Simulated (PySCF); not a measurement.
Spectroscopy problems

- GFN2-xTB structure
- NMR shieldings at PBE0/pcSseg-1/GIAO
- run in PySCF 2.14
- no relativistic terms, one averaged value for each set of equivalent atoms, no solvent model, one conformer

Shifts are taken against calculated references (same method and geometry level): ¹H and ¹³C against TMS. Splittings of carbon signals by F and P are missing where no couplings were computed. Where no couplings were computed, multiplicities follow the n + 1 count of equivalent neighbours, and m marks all less simple cases (inequivalent or close neighbours, rings, F or P nearby). Shifts are as computed. Against solution values, carbons near 30 ppm lie about +3 ppm off and those near 130 ppm about +5 ppm; carbons on Cl a further +6 ppm. Of 1211 compounds with measured shifts, 218 miss one by over three times the rms of a fit or turn the order of signals round; such compounds aren't used in these exercises. Carbons bonded to Cl come out too deshielded.

(1) C6H5Cl. ¹H NMR (600 MHz, computed): δ 7.62 (m, 2H), 7.60 (m, 2H), 7.47 (m, 1H). ¹³C{¹H} NMR (computed): δ 146.2 (C), 135.2 (CH), 134.9 (CH), 131.6 (CH). Identify the compound.

(2) C8H10NP. ¹H NMR (500 MHz, computed): δ 8.81 (m, 1H), 7.34 (m, 1H), 3.06 (m, 3H), 1.96 (m, 1H), 1.46 (m, 2H), 1.10 (m, 2H). ¹³C{¹H} NMR (computed): δ 205.0 (C), 204.6 (C), 151.0 (CH), 125.1 (CH), 34.1 (CH3), 26.2 (CH), 23.7 (CH2). Give a structure.

Answers

(1) chlorobenzene (SMILES Clc1ccccc1). Rings plus π bonds: 4 (1 ring in the answer). 4 carbon signals for 6 carbons: some carbons are equivalent by symmetry or fast rotation. Carbon types of the structure: 1 × C, 5 × CH, which accounts for all hydrogens. δC 146.2: aromatic carbon bearing chlorine. δC 135.2, 134.9, 131.6: aromatic CH; the aromatic region. δH 7.62, 7.60, 7.47: hydrogen on an aromatic CH; the ring current deshields protons in the ring plane.

This is the structure that produced the data.

(2) `Cc1nccc(C2CC2)p1`. 7 carbon signals for 8 carbons: some carbons are equivalent by symmetry or fast rotation. Carbon types of the structure: 2 × C, 3 × CH, 2 × CH2, 1 × CH3, which accounts for all hydrogens. δC 205.0: substituted aromatic carbon. δC 151.0: aromatic CH next to a ring nitrogen; the adjacent pyridine-type nitrogen withdraws density from it. δC 125.1: aromatic CH. δH 8.81: hydrogen on an aromatic CH next to a ring nitrogen; ring current plus the neighbouring ring nitrogen.

The data come from this structure; uniqueness wasn't tested.
